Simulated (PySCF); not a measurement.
A run for PySCF: D3(BJ) and D4 dispersion corrections on CH5ClS (a complex), monomers drawn apart or pushed together.

```python
from pyscf import gto
from pyscf.dispersion import dftd3, dftd4

mol = gto.M(
    atom='''
    S    -1.99326862   -0.38723822   -0.43804603
    H    -1.26360320    0.64389455   -0.89302091
    H    -0.90949051   -1.01259155    0.05505483
    C     0.28428896   -0.29651113    3.92639654
    Cl    1.44565997   -1.32841063    3.01978705
    H    -0.11033185   -0.87992977    4.75242411
    H     0.82154327    0.57303144    4.29202884
    H    -0.50798024   -0.00597700    3.24264260
    ''',
    basis='def2-svp',
    charge=0, spin=0, verbose=0, max_memory=1800)
d3, d4 = {}, {}
for xc in ['hf', 'pbe', 'blyp', 'revpbe', 'tpss', 'r2scan', 'b3lyp', 'pbe0', 'bhlyp', 'camb3lyp', 'b2plyp']:
    d3[xc] = float(dftd3.DFTD3Dispersion(mol, xc=xc, version='d3bj', atm=False).get_dispersion()['energy'])
    print(f'D3(BJ) {xc:10s} {d3[xc]:14.8f} Eh')
for xc in ['hf', 'pbe', 'blyp', 'revpbe', 'tpss', 'r2scan', 'b3lyp', 'pbe0', 'bhlyp', 'camb3lyp', 'b2plyp']:
    d4[xc] = float(dftd4.DFTD4Dispersion(mol, xc={'camb3lyp': 'cam-b3lyp'}.get(xc, xc), atm=True).get_dispersion()['energy'])
    print(f'D4     {xc:10s} {d4[xc]:14.8f} Eh')
```

It printed:

```
D3(BJ) hf            -0.03234629 Eh
D3(BJ) pbe           -0.00362687 Eh
D3(BJ) blyp          -0.00752442 Eh
D3(BJ) revpbe        -0.00926722 Eh
D3(BJ) tpss          -0.00452380 Eh
D3(BJ) r2scan        -0.00112396 Eh
D3(BJ) b3lyp         -0.00613753 Eh
D3(BJ) pbe0          -0.00313205 Eh
D3(BJ) bhlyp         -0.00473229 Eh
D3(BJ) camb3lyp      -0.00284380 Eh
D3(BJ) b2plyp        -0.00281196 Eh
D4     hf            -0.01121886 Eh
D4     pbe           -0.00300389 Eh
D4     blyp          -0.00656478 Eh
D4     revpbe        -0.01004414 Eh
D4     tpss          -0.00403356 Eh
D4     r2scan        -0.00087629 Eh
D4     b3lyp         -0.00473344 Eh
D4     pbe0          -0.00256767 Eh
D4     bhlyp         -0.00340069 Eh
D4     camb3lyp      -0.00259997 Eh
D4     b2plyp        -0.00211561 Eh
```

The run finished.

Cost: about 0.06 core-seconds (a rough figure).
